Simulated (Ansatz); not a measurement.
## Ligand exchange: C2H3Cl2Ga + C2H4 → C2H4ClGa + C2H3Cl

Species: C2H3Cl2Ga `C=[CH][Ga]([Cl])[Cl]`, singlet; C2H4 (ethylene) `C=C`, singlet; C2H4ClGa `C=[CH][GaH][Cl]`, singlet; C2H3Cl `C=CCl`, singlet. The partners trade Cl for H: Ga–Cl and C–H bonds give way to Ga–H and C–Cl.

Shapes, held fixed at every level: PBE0-D4/def2-TZVP. Flexible molecules stand in one conformer, not always the lowest. Programs: Ansatz 0.2.0. The zero-point and thermal change to 298 K, harmonic and unscaled (PBE0-D4/def2-TZVP), is -9.8 kJ/mol.

| level | kind | ΔH(298 K) (kJ/mol) | less CCSD(T)/def2-TZVPP |
| --- | --- | --- | --- |
| HF/def2-TZVPP | Hartree–Fock | +183.8 | +14.1 |
| SPW92/def2-TZVPP | LDA | +145.1 | -24.6 |
| r2SCAN-D4/def2-TZVPP | meta-GGA | +164.1 | -5.6 |
| r2SCAN0-D4/def2-TZVPP | global hybrid | +169.0 | -0.7 |
| wB97M-V/def2-TZVPP | range-separated hybrid | +165.1 | -4.6 |
| MP2/def2-TZVPP | perturbation theory | +171.9 | +2.2 |
| CCSD/def2-SVP | coupled cluster or CI | +179.8 | +10.1 |
| CCSD(T)/def2-TZVPP | coupled cluster or CI | +169.7 | 0.0 |

The highest level, CCSD(T)/def2-TZVPP, gives ΔH(298 K) = +169.7 kJ/mol; the levels span +145.1 to +183.8. The column of differences is taken from that level and isn't an error. No measured value is set beside it here. Relativity is left out for Ga. Outer-core shells of Ga are correlated, in sets that cover them unevenly.
